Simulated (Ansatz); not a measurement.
CCl$_{3}$HfNO (`O=C=[N][Hf]([Cl])([Cl])[Cl]`), 7 atoms. The species carries charge 0 and has multiplicity 1. Correlated methods include outer-core shells of Hf, which these sets cover unevenly. Hf: def2 effective core potential. All runs use 4 threads of an Arm Neoverse V2 on a shared host. Correlated methods freeze the cores.

Problem. How many basis functions does each run have, and how long does it take in Ansatz? RKS HSE06 (plane-wave form)-D4/def2-TZVPP energy; direct RPA on PBE orbitals/def2-TZVPP energy; RKS B3LYP-D4/def2-TZVPP energy and forces; RKS ωB97M-V/def2-SVP energy; RKS LC-ωPBE/def2-TZVPP energy; RHF-CCSD(T)/def2-SVP energy; RHF-CCSD(T)/def2-TZVPP energy; RKS ωB97M-V/def2-QZVPP energy; RKS PBE0-D4/def2-SVP energy; RKS PBE0-D4/def2-TZVP frequencies; RKS PBE0-D4/def2-QZVPP energy; RHF-MP2/def2-QZVPP energy. (Best estimate.)

Solution. The calculation gave: Other jobs shared the machine, so times are rough.

| level | job | functions | wall time | peak host memory (GiB) |
| --- | --- | --- | --- | --- |
| RKS PBE0-D4/def2-SVP | energy | 128 | 2.1 s | 0.32 |
| RKS LC-ωPBE/def2-TZVPP | energy | 275 | 4.2 s | 0.63 |
| RKS HSE06 (plane-wave form)-D4/def2-TZVPP | energy | 275 | 6.5 s | 1.1 |
| RKS ωB97M-V/def2-SVP | energy | 128 | 8.5 s | 0.5 |
| RKS B3LYP-D4/def2-TZVPP | energy and forces | 275 | 8.5 s | 1 |
| direct RPA on PBE orbitals/def2-TZVPP | energy | 275 | 9 s | 0.78 |
| RKS PBE0-D4/def2-QZVPP | energy | 462 | 13 s | 2.3 |
| RHF-CCSD(T)/def2-SVP | energy | 128 | 18 s | 0.82 |
| RHF-MP2/def2-QZVPP | energy | 462 | 22 s | 2.6 |
| RKS ωB97M-V/def2-QZVPP | energy | 462 | 30 s | 2.6 |
| RKS PBE0-D4/def2-TZVP | frequencies | 244 | 3.3 min | 0.89 |
| RHF-CCSD(T)/def2-TZVPP | energy | 275 | 9 min | 8.1 |

B3LYP here is the variant with VWN-RPA as its local correlation; programs differ in this. LC-ωPBE has ω = 0.4 bohr⁻¹.
